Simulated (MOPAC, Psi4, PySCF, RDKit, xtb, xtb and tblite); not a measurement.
Two geometries of SMILES OB(O)c1cccs1, relaxed at GFN2-xTB with one dihedral held; other torsions can differ between them too.

Structure A

```
13

O      2.3151    -0.3030     1.1507
B      1.6997     0.0764     0.0120
O      2.4686     0.4931    -1.0341
C      0.1412     0.0194    -0.0506
C     -0.6972     0.3495    -1.0840
C     -2.0639     0.1747    -0.7932
C     -2.2625    -0.2907     0.4686
S     -0.7868    -0.5199     1.3127
H      3.2702    -0.2421     1.1171
H      2.0029     0.7548    -1.8255
H     -0.3453     0.7111    -2.0362
H     -2.8568     0.3852    -1.4888
H     -3.1923    -0.5132     0.9536
```

Structure B

```
13

O     -2.3643    -0.3431     1.1224
B     -1.7126     0.0554     0.0155
O     -2.4417     0.5130    -1.0402
C     -0.1408     0.0394     0.0013
C      0.7133     1.0726    -0.2654
C      2.0773     0.7090    -0.2527
C      2.2534    -0.6123     0.0008
S      0.7582    -1.4245     0.2443
H     -3.3192    -0.2983     1.0551
H     -1.9529     0.8075    -1.8063
H      0.3718     2.0775    -0.4474
H      2.8821     1.4001    -0.4296
H      3.1700    -1.1646     0.0593
```

### Question
Which is lower in energy at the level DF-MP2 (frozen core)/cc-pVTZ // GFN2-xTB run with Psi4 1.11, and by how much?

### Answer
A is lower, by 3.20 kcal/mol (dihedral O1–B2–C4–S8: 0° in A, 60° in B).

E(B) − E(A) in kcal/mol at the other levels, on the same two geometries: GFN2-xTB (xtb and tblite) 1.92; PBE0/def2-SVP // GFN2-xTB (Psi4) 3.09; PBE0-D3(BJ)/def2-SVP // GFN2-xTB (Psi4) 3.12; PBE/def2-SVP // GFN2-xTB (Psi4) 3.00; PBE-D3(BJ)/def2-SVP // GFN2-xTB (Psi4) 3.06; HF/cc-pVTZ // GFN2-xTB (Psi4) 3.05; UFF // GFN2-xTB (RDKit) 6.60; PM6, restricted, heats of formation // GFN2-xTB (MOPAC) 0.84; PM3, restricted, heats of formation // GFN2-xTB (MOPAC) 0.04; GFN1-xTB // GFN2-xTB (xtb) 2.32; restricted B3LYP/6-31G*, spherical d, density fitting // GFN2-xTB (PySCF) 3.29; restricted M06-2X/6-31G*, spherical d, density fitting // GFN2-xTB (PySCF) 3.37; restricted Hartree-Fock/6-31G*, spherical d, density fitting // GFN2-xTB (PySCF) 3.20; restricted B3LYP/LANL2DZ, with its core potentials past Ne // GFN2-xTB (PySCF) 3.84.
